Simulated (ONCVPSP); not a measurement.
# Building the ONCV potential for Ge (PBE, fully relativistic).

Input for ONCVPSP 4.0.1:

```
# ATOM AND REFERENCE CONFIGURATION
# atsym  z   nc   nv     iexc    psfile
  Ge 32.00    6    2        4      upf
#
#   n    l    f
    1    0    2.00
    2    0    2.00
    2    1    6.00
    3    0    2.00
    3    1    6.00
    3    2   10.00
    4    0    2.00
    4    1    2.00
#
# PSEUDOPOTENTIAL AND OPTIMIZATION
# lmax
    1
#
#   l,   rc,      ep,       ncon, nbas, qcut
    0    1.30    0.00    4    7    4.10
    1    1.60    0.00    4    8    4.90
#
# LOCAL POTENTIAL
# lloc, lpopt,  rc(5),   dvloc0
    4    5    1.20    6.00
#
# VANDERBILT-KLEINMAN-BYLANDER PROJECTORs
# l, nproj, debl
    0    2    3.50
    1    2    1.20
#
# MODEL CORE CHARGE
# icmod, fcfact, rcfact
    3    6.00    1.50
#
# LOG DERIVATIVE ANALYSIS
# epsh1, epsh2, depsh
   -2.00    5.00    0.02
#
# OUTPUT GRID
# rlmax, drl
    6.00    0.01
#
# TEST CONFIGURATIONS
# ncnf
    4
# nvcnf
#   n    l    f
    2
    4    0    2.00
    4    1    1.00
#
    2
    4    0    2.00
    4    1    0.00
#
    2
    4    0    1.00
    4    1    0.00
#
    2
    4    0    1.00
    4    1    3.00
#
```

Command:

```bash
oncvpspr.x < Ge.dat > Ge.out
```

Resulting log (shortened: citation, most of the input echo, consistency checks and plot data are left out):

```
ONCVPSP  (Optimized Norm-Conservinng Vanderbilt PSeudopotential)
relativistic version 4.0.1

#   n    l    f        energy (Ha)
    1    0    2.00    -4.0269500D+02
    2    0    2.00    -5.0391846D+01
    2    1    6.00    -4.3650050D+01    -4.4821355D+01
    3    0    2.00    -6.1898487D+00
    3    1    6.00    -4.1964749D+00    -4.3536227D+00
    3    2   10.00    -1.0682496D+00    -1.0897421D+00
    4    0    2.00    -4.3103540D-01
    4    1    2.00    -1.4091851D-01    -1.4778072D-01

Reference configufation results
  iterations    24
  all-electron total energy (Ha)   -2.09893258D+03

Begin loop to  construct optimized pseudo wave functions
and semi-local pseudopoentials for all angular momenta

   Wellstate for l =  0  n =  6 kap= -1
     eigenvalue =   3.0690
     asymptotic potential =   3.5690
     half-point radius =  3.1056

Calculating optimized projector #   1

 for l=   0

    Fraction of norm inside rc  0.126320
    Optimizing pswf for qcut=   4.09 a_B^-1,  ecut=   8.36 Ha

optimize: ERROR ps0norm > uunorm, code will stop
```

The run stopped because the continuity conditions at rc already need more norm inside rc than the all-electron wave has, so norm conservation cannot be met.

The run took about 0.26 s on one core of a shared server CPU.
